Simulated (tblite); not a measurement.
Compound: C4H9FOSi2.
Geometry (GFN2-xTB, Å), atoms numbered from 1 in this order:
```
atom  x, y, z in Å
C1    -0.2416    2.7747   -0.2907
C2    -0.2823    1.5781   -0.2585
C3    -0.3783    0.1399   -0.2340
F4    -0.1942   -0.3389   -1.5609
C5     0.7148   -0.4717    0.6370
Si6    2.4655   -0.2675   -0.0963
Si7   -2.1565   -0.4615    0.2538
O8    -2.2353   -2.0509   -0.0487
H9    -0.1926    3.8224   -0.3076
H10    0.5013   -1.5341    0.7772
H11    0.6533   -0.0030    1.6199
H12    2.5608   -1.0006   -1.3569
H13    2.7473    1.1528   -0.3001
H14    3.3971   -0.8397    0.8808
H15   -2.3289   -0.3715    1.6943
H16   -3.1157    0.2960   -0.5436
H17   -1.9218   -2.4123   -0.8757
```

Calculated harmonic vibrations of the isolated species, GFN2-xTB (tblite), most abundant isotopes, no scaling. Errors from tens to a few hundred cm⁻¹ against measured bands are possible. Modes of hydrogen on silicon can be 10 to 20 % off. One conformer, not necessarily the lowest.

Harmonic wavenumbers (cm⁻¹): 41.8, 44.2, 95.2, 104.7, 130.8, 160.5, 171.0, 204.4, 279.3, 325.4, 351.1, 396.6, 476.3, 509.6, 515.1, 541.7, 585.6, 612.1, 673.0, 698.8, 725.1, 738.4, 758.3, 768.4, 781.2, 790.2, 791.0, 807.3, 897.2, 929.2, 986.6, 1089.9, 1204.1, 1256.1, 1462.8, 2247.1, 2273.2, 2282.8, 2291.8, 2301.3, 2356.8, 2960.2, 2990.3, 3394.8, 3638.1.

A = 1874, B = 993.2, C = 767.6 MHz; mass 148.018 u (most abundant isotopes); point group C1, symmetry number 1.

Task: Zero-point energy?

Result: Half the sum of the wavenumbers: 23820 cm⁻¹ = 68.10 kcal/mol.

Task: Give the ideal-gas entropy at 298.15 K and 1 bar in the rigid-rotor, harmonic-oscillator model (classical rotation).

Result: Translation 40.91, rotation 29.80, vibration 38.58: S = 109.3 cal/(mol K).

Task: And Cp and H(298.15 K) − H(0)?

Result: Cp = 46.15 cal/(mol K), of which vibrations give 38.21 (their classical limit is 45 R = 89.4); H(298.15 K) − H(0) = 8.32 kcal/mol without the zero-point energy, 5.95 from vibrations.

Task: What must be added to the electronic energy to get the Gibbs energy at 298.15 K and 1 bar?

Result: ZPE + [H(298.15 K) − H(0)] − T·S = 68.10 + 8.32 − 32.59 = 43.83 kcal/mol.

Task: How do the functions run with temperature in this model?

Result: 
```json
{"T (K)": "50", "S (cal/(mol K))": "61.3", "Cp (cal/(mol K))": "15.3", "H − H(0) (kcal/mol)": "0.55", "G − H(0) (kcal/mol)": "-2.51", "ln q(vib)": "0.85"}
{"T (K)": "100", "S (cal/(mol K))": "74.1", "Cp (cal/(mol K))": "22.1", "H − H(0) (kcal/mol)": "1.49", "G − H(0) (kcal/mol)": "-5.91", "ln q(vib)": "2.55"}
{"T (K)": "373.15", "S (cal/(mol K))": "120.4", "Cp (cal/(mol K))": "53.0", "H − H(0) (kcal/mol)": "12.05", "G − H(0) (kcal/mol)": "-32.89", "ln q(vib)": "11.88"}
{"T (K)": "500", "S (cal/(mol K))": "137.2", "Cp (cal/(mol K))": "61.6", "H − H(0) (kcal/mol)": "19.35", "G − H(0) (kcal/mol)": "-49.26", "ln q(vib)": "15.92"}
{"T (K)": "750", "S (cal/(mol K))": "164.4", "Cp (cal/(mol K))": "72.2", "H − H(0) (kcal/mol)": "36.19", "G − H(0) (kcal/mol)": "-87.09", "ln q(vib)": "23.16"}
{"T (K)": "1000", "S (cal/(mol K))": "186.2", "Cp (cal/(mol K))": "79.1", "H − H(0) (kcal/mol)": "55.16", "G − H(0) (kcal/mol)": "-131.00", "ln q(vib)": "29.50"}
```

q(vib) and H(0) count from the zero-point level.

Task: Which modes carry the vibrational entropy at 298.15 K?

Result: 41.8 cm⁻¹: 5.17; 44.2 cm⁻¹: 5.06; 95.2 cm⁻¹: 3.55; 104.7 cm⁻¹: 3.36; 130.8 cm⁻¹: 2.93; 160.5 cm⁻¹: 2.54 cal/(mol K); the other 39 give 15.96 together.

Task: Blend soft modes into free rotors: weight 1/[1 + (100 cm⁻¹/ν̃)⁴] for the oscillator and the rest for a rotor with moment μB/(μ + B), μ = h/(8π²ν), B = 10⁻⁴⁴ kg m². What vibrational entropy results?

Result: 35.13 cal/(mol K) in place of 38.58, which changes −T·S at 298.15 K by +1.03 kcal/mol.

Hindered rotation and anharmonicity are outside this model. Other conformers, if any are populated, would add a mixing term that is left out. The structure is chiral; the term R ln 2 for an equal mix with its mirror image is left out.
